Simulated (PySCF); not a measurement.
Isomers of C6H13FOSi.

All values: PBE0/pcSseg-1 (PySCF) at GFN2-xTB geometries, gas phase, one conformer each.

(1) Rank by HOMO energy, lowest first.
A. `[CH3:1][CH:2]([CH3:3])[C@@H:4]1[CH2:5][CH2:6][O:7][Si@@H:8]1[F:9]` with C1–C2–C4–C5 178°, C2–C4–C5–C6 -157°, C4–C5–C6–O7 39°, C5–C6–O7–Si8 -27°, C6–O7–Si8–F9 124°
B. `[CH3:1][CH2:2]/[CH:3]=[C:4](/[CH2:5][CH2:6][F:7])[SiH2:8][OH:9]` with C1–C2–C3–C4 -122°, C3–C4–C5–C6 101°, C4–C5–C6–F7 -66°, C3–C4–Si8–O9 176°, C4–Si8–O9–H -178°
C. `[CH3:1][CH2:2]/[CH:3]=[C:4](/[CH3:5])[O:6][SiH2:7][CH2:8][F:9]` with C1–C2–C3–C4 -108°, C3–C4–O6–Si7 -178°, C4–O6–Si7–C8 -176°, O6–Si7–C8–F9 91°
D. `[CH3:1][CH:2]([CH3:3])[CH2:4][SiH2:5][O:6]/[CH:7]=[CH:8]/[F:9]` with C1–C2–C4–Si5 -56°, C2–C4–Si5–O6 -170°, C4–Si5–O6–C7 -179°, Si5–O6–C7–C8 1°
E. `[CH2:1]=[C:2]([CH3:3])[SiH2:4][C@H:5]([F:6])[O:7][CH2:8][CH3:9]` with C1–C2–Si4–C5 120°, C2–Si4–C5–F6 -171°, Si4–C5–O7–C8 -176°, C5–O7–C8–C9 175°

(2) Rank by the lowest Hirshfeld charge on any atom, highest value first.
A. `[CH3:1][CH:2]([CH3:3])[C@@H:4]1[SiH2:5][O:6][CH2:7][C@H:8]1[F:9]` with C1–C2–C4–Si5 -59°, C2–C4–Si5–O6 -141°, C4–Si5–O6–C7 -3°, Si5–O6–C7–C8 23°, O6–C7–C8–F9 -159°
B. `[CH3:1][CH2:2]/[CH:3]=[C:4](/[CH3:5])[O:6][SiH2:7][CH2:8][F:9]` with C1–C2–C3–C4 -108°, C3–C4–O6–Si7 -178°, C4–O6–Si7–C8 -176°, O6–Si7–C8–F9 91°
C. `[CH2:1]=[C:2]([CH3:3])[SiH2:4][C@H:5]([F:6])[O:7][CH2:8][CH3:9]` with C1–C2–Si4–C5 120°, C2–Si4–C5–F6 -171°, Si4–C5–O7–C8 -176°, C5–O7–C8–C9 175°
D. `[CH3:1][CH2:2]/[CH:3]=[C:4](/[CH2:5][CH2:6][F:7])[SiH2:8][OH:9]` with C1–C2–C3–C4 -122°, C3–C4–C5–C6 101°, C4–C5–C6–F7 -66°, C3–C4–Si8–O9 176°, C4–Si8–O9–H -178°

(3) Rank by dipole moment, lowest first.
A. `[CH3:1][CH2:2]/[CH:3]=[C:4](/[CH2:5][CH2:6][F:7])[SiH2:8][OH:9]` with C1–C2–C3–C4 -122°, C3–C4–C5–C6 101°, C4–C5–C6–F7 -66°, C3–C4–Si8–O9 176°, C4–Si8–O9–H -178°
B. `[CH3:1][CH:2]([CH3:3])[CH2:4][SiH2:5][O:6]/[CH:7]=[CH:8]/[F:9]` with C1–C2–C4–Si5 -56°, C2–C4–Si5–O6 -170°, C4–Si5–O6–C7 -179°, Si5–O6–C7–C8 1°
C. `[CH3:1][CH:2]([CH3:3])[C@@H:4]1[SiH2:5][O:6][CH2:7][C@H:8]1[F:9]` with C1–C2–C4–Si5 -59°, C2–C4–Si5–O6 -141°, C4–Si5–O6–C7 -3°, Si5–O6–C7–C8 23°, O6–C7–C8–F9 -159°
D. `[CH3:1][CH:2]([CH3:3])[C@@H:4]1[CH2:5][CH2:6][O:7][Si@@H:8]1[F:9]` with C1–C2–C4–C5 178°, C2–C4–C5–C6 -157°, C4–C5–C6–O7 39°, C5–C6–O7–Si8 -27°, C6–O7–Si8–F9 124°

Results:

(1) A (-8.18 eV), E (-7.53 eV), B (-7.10 eV), D (-6.71 eV), C (-6.44 eV).

(2) C (-0.138 e), B (-0.185 e), A (-0.239 e), D (-0.296 e).

(3) C (1.37 D), A (2.07 D), B (2.53 D), D (2.78 D).

All values together:

```tsv
SMILES	μ (D)	HOMO (eV)	LUMO (eV)	lowest IAO charge (e)	highest IAO charge (e)	lowest Hirshfeld charge (e)	highest Hirshfeld charge (e)
CC(C)C[SiH2]O/C=C/F	2.53	-6.71	0.39	-0.572 (O)	+0.972 (Si)	-0.191 (O)	+0.399 (Si)
CC/C=C(/CCF)[SiH2]O	2.07	-7.10	-0.01	-0.797 (O)	+0.977 (Si)	-0.296 (O)	+0.383 (Si)
CC/C=C(/C)O[SiH2]CF	2.16	-6.44	0.55	-0.598 (O)	+1.005 (Si)	-0.185 (O)	+0.407 (Si)
CC(C)[C@@H]1[SiH2]OC[C@H]1F	1.37	-8.06	0.27	-0.652 (O)	+0.986 (Si)	-0.239 (O)	+0.403 (Si)
CC(C)[C@@H]1CCO[Si@@H]1F	2.78	-8.18	1.00	-0.650 (O)	+1.364 (Si)	-0.239 (O)	+0.477 (Si)
C=C(C)[SiH2][C@H](F)OCC	2.07	-7.53	-0.19	-0.423 (C)	+0.754 (Si)	-0.138 (F)	+0.328 (Si)
```

Conformers: `[CH3:1][CH:2]([CH3:3])[CH2:4][SiH2:5][O:6]/[CH:7]=[CH:8]/[F:9]` with C1–C2–C4–Si5 -56°, C2–C4–Si5–O6 -170°, C4–Si5–O6–C7 -179°, Si5–O6–C7–C8 1°; `[CH3:1][CH2:2]/[CH:3]=[C:4](/[CH2:5][CH2:6][F:7])[SiH2:8][OH:9]` with C1–C2–C3–C4 -122°, C3–C4–C5–C6 101°, C4–C5–C6–F7 -66°, C3–C4–Si8–O9 176°, C4–Si8–O9–H -178°; `[CH3:1][CH2:2]/[CH:3]=[C:4](/[CH3:5])[O:6][SiH2:7][CH2:8][F:9]` with C1–C2–C3–C4 -108°, C3–C4–O6–Si7 -178°, C4–O6–Si7–C8 -176°, O6–Si7–C8–F9 91°; `[CH3:1][CH:2]([CH3:3])[C@@H:4]1[SiH2:5][O:6][CH2:7][C@H:8]1[F:9]` with C1–C2–C4–Si5 -59°, C2–C4–Si5–O6 -141°, C4–Si5–O6–C7 -3°, Si5–O6–C7–C8 23°, O6–C7–C8–F9 -159°; `[CH3:1][CH:2]([CH3:3])[C@@H:4]1[CH2:5][CH2:6][O:7][Si@@H:8]1[F:9]` with C1–C2–C4–C5 178°, C2–C4–C5–C6 -157°, C4–C5–C6–O7 39°, C5–C6–O7–Si8 -27°, C6–O7–Si8–F9 124°; `[CH2:1]=[C:2]([CH3:3])[SiH2:4][C@H:5]([F:6])[O:7][CH2:8][CH3:9]` with C1–C2–Si4–C5 120°, C2–Si4–C5–F6 -171°, Si4–C5–O7–C8 -176°, C5–O7–C8–C9 175°.
